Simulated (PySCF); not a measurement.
Zr(Cl)2(NH2)(Me) (CH5Cl2NZr), SMILES [Cl][Zr]([Cl])([CH3])[NH2], multiplicity 1.

Geometry: PBE0-D3(BJ)/def2-SVP. The spin state was assumed, not searched. The structure was generated by enumeration; whether it is a known compound was not checked. The def2 effective core potentials stand for the cores of Zr; spin–orbit coupling is left out. Other conformers were not sampled.

Calculation: PBE0-D3(BJ)/def2-SVP in PySCF.

Frequencies are harmonic and unscaled.

```tsv
mode	ν (cm⁻¹)	IR (km/mol)	moving atoms (share of kinetic energy)
1	87	3.8	Cl 77 %, Zr 17 %
2	96	1.2	H 48 %, C 34 %, Cl 14 %
3	104	4.9	Cl 36 %, Zr 31 %, C 13 %, N 10 %, H 10 %
4	126	0.2	H 50 %, N 22 %, Cl 16 %
5	130	0.0	H 63 %, N 24 %, Cl 9 %
6	161	1.0	N 34 %, H 31 %, C 24 %
7	186	1.7	H 87 %
8	373	24.9	Cl 82 %, Zr 14 %
9	388	26.5	Cl 45 %, H 30 %, Zr 21 %
10	450	23.8	H 73 %, N 14 %
11	490	85.4	H 77 %, N 13 %, C 9 %
12	503	97.2	H 59 %, Zr 15 %, C 12 %, Cl 10 %
13	511	56.7	C 53 %, H 35 %, Zr 11 %
14	554	128.7	H 63 %, C 19 %, N 13 %
15	679	120.3	N 67 %, Zr 17 %, H 15 %
16	1162	12.0	H 78 %, C 22 %
17	1393	8.5	H 94 %
18	1395	9.4	H 95 %
19	1489	46.9	H 89 %, N 11 %
20	3022	0.4	H 97 %
21	3128	4.6	H 91 %, C 9 %
22	3137	3.4	H 91 %, C 9 %
23	3556	99.7	H 96 %
24	3651	38.0	H 92 %, N 8 %
```
